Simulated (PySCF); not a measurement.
Compound: (OH)3Zr-S-SiH3 (singlet state).
Structure used (PBE0-D3(BJ)/def2-SVP), in Å, numbered top down from 1:
```xyz
12
H6O3SSiZr angstrom
Zr     0.0443    0.6763    0.8999
O     -0.1502    0.9654    2.7776
O     -1.5123    1.2118   -0.0738
O      1.5918    1.5844    0.2365
S      0.3049   -1.7823    0.6402
Si     0.0431   -1.8817   -1.4749
H     -0.2382    1.2355    3.6903
H     -2.2744    1.5648   -0.5290
H      2.3461    2.0564   -0.1107
H     -1.3558   -2.2617   -1.8379
H      0.3381   -0.5582   -2.1157
H      0.9780   -2.8934   -2.0515
```

Computed with PySCF 2.14.0, PBE0-D3(BJ)/def2-SVP geometry optimisation, gas phase, def2 core potentials past Kr.

Task: Which atoms are bound to Zr1, and at what distances?

Result: 4 atoms: O2 1.910 Å, O3 1.913 Å, O4 1.913 Å, S5 2.486 Å. The nearest atom not counted as bound is H7, at 2.86 Å (others tie with it).

Task: List the angles at Zr1.

Result: 
```json
{"angle": "O2–Zr1–O3", "degrees": "112.0", "distance of the outer atoms (Å)": "3.17"}
{"angle": "O2–Zr1–O4", "degrees": "110.6", "distance of the outer atoms (Å)": "3.14"}
{"angle": "O3–Zr1–O4", "degrees": "110.4", "distance of the outer atoms (Å)": "3.14"}
{"angle": "O4–Zr1–S5", "degrees": "110.4", "distance of the outer atoms (Å)": "3.63"}
{"angle": "O3–Zr1–S5", "degrees": "108.0", "distance of the outer atoms (Å)": "3.57"}
{"angle": "O2–Zr1–S5", "degrees": "105.3", "distance of the outer atoms (Å)": "3.51"}
```

Task: What is the shape at Zr1?

Result: Distorted tetrahedral: angles from 105.3° to 112.0°; τ4 = (360° − α − β)/141° = 0.97 with α and β the two widest (0 for a square, 1 for a tetrahedron).

Task: What are the other bond lengths?

Result: O2–H7, O3–H8, O4–H9 0.955 Å; S5–Si6 2.134 Å; Si6–H10, Si6–H11, Si6–H12 1.496 Å.

Task: Give some angles away from the centre.

Result: Zr1–S5–Si6 97.9°.

Task: What are the rotational constants (commonest isotopes, rigid rotor)?

Result: A = 2237, B = 925.5, C = 860.8 MHz: a near-prolate asymmetric top.

Point group: C1 (no symmetry element, even within 0.4 Å). Charge 0, singlet. No PBE0-D3(BJ)/def2-SVP frequencies stand behind this structure, so it isn't proved a minimum.

Hardware: Arm Neoverse V1, one thread, shared host with 64 logical CPUs at a one-minute load of 16. Cost: 4.8 min, 0.53 GiB resident at most. These figures are those of the optimisation.
